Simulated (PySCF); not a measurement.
C₄H₁₀O.

```xyz
15

C      2.2941     0.4231    -0.1409
C      0.8062     0.6703    -0.0710
O      0.1780    -0.4971     0.3787
C     -1.1990    -0.3825     0.6076
C     -2.0348    -0.3453    -0.6601
H      2.6844     0.1454     0.8493
H      2.5132    -0.4011    -0.8357
H      2.8236     1.3225    -0.4883
H      0.5854     1.5124     0.6193
H      0.4273     0.9745    -1.0676
H     -1.4109     0.5128     1.2292
H     -1.4786    -1.2621     1.2090
H     -3.1073    -0.3540    -0.4123
H     -1.8177    -1.2240    -1.2863
H     -1.8419     0.5573    -1.2595
```
Charge 0, spin multiplicity 1.

Geometry optimised at PBE0-D3(BJ)/def2-SVP. Other conformers were not sampled.

All values below come from PBE0/pcSseg-1 (PySCF). Non-relativistic, no solvent.

Question: Give the absolute GIAO shielding of each atom: isotropic value and principal components (ppm). (An estimate is asked for; the answer gives what the named calculation found.)

Answer: 
```tsv
atom	σ(iso)	σ11	σ22	σ33	span
C1	166.8	152.3	164.4	183.7	31.4
C2	119.5	84.3	109.4	164.7	80.4
O3	282.0	245.3	282.1	318.7	73.4
C4	117.1	86.5	98.3	166.6	80.1
C5	170.0	150.8	174.2	184.9	34.2
H6	29.9	26.2	28.0	35.6	9.4
H7	30.0	26.0	28.3	35.5	9.5
H8	30.3	26.5	27.6	36.9	10.4
H9	28.5	24.7	27.9	32.8	8.1
H10	27.6	22.4	29.0	31.5	9.1
H11	28.1	23.3	28.3	32.6	9.3
H12	27.4	22.1	27.4	32.8	10.7
H13	30.6	26.9	27.6	37.2	10.3
H14	30.2	26.7	28.1	36.0	9.3
H15	29.7	25.1	29.6	34.3	9.1
```
